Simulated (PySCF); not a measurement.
Computed XPS line lists of a few unrelated compounds.

The calculation used delta-SCF UKS SCAN, pcX-2 on the ionised atom, pcseg-1 elsewhere, spin-free X2C (PySCF 2.14.0). Geometries: GFN2-xTB; isolated species, one conformer each.

Line lists (1s up to Mg, 2p3/2 beyond; areas count atoms within a level, one atom standing for each set equivalent by bonding):
1. C 1s: 284.51 (area 1), 284.58 (area 1), 284.82 (area 1) eV; Si 2p3/2: 102.31 eV; P 2p3/2: 130.26 (area 1), 130.28 (area 1) eV
2. C 1s: 292.44 (area 1), 293.10 (area 1), 294.61 (area 1) eV; O 1s: 539.94 eV; F 1s: 692.98 (area 1), 693.76 (area 1) eV
3. N 1s: 396.59 eV; Si 2p3/2: 101.18 eV

Structures:
A. `[SiH3]c1c[p-]cp1`
B. `CO/C(F)=C\F`
C. `[SiH3][N-][SiH3]`

Which list belongs to which compound?

- 1 = A: no other candidate has this set of levels. C 1s: 284.51 aromatic CH carbon, 284.58 substituted aromatic carbon, 284.82 aromatic CH carbon; Si 2p3/2: 102.31 SiH3 silicon; P 2p3/2: 130.26 phosphorus bonded to 2 C, 130.28 phosphorus bonded to 2 C.
- 2 = B: no other candidate has this set of levels. C 1s: 292.44 vinylic C–F carbon, 293.10 methoxy carbon, 294.61 vinylic C–F carbon; O 1s: 539.94 ether oxygen; F 1s: 692.98 vinyl fluorine, 693.76 vinyl fluorine.
- 3 = C: no other candidate has this set of levels. N 1s: 396.59 nitrogen bonded to 2 Si; Si 2p3/2: 101.18 SiH3 silicon (×2).

Spin–orbit and ligand-field terms were added within each 2p shell after the spin-free SCF.
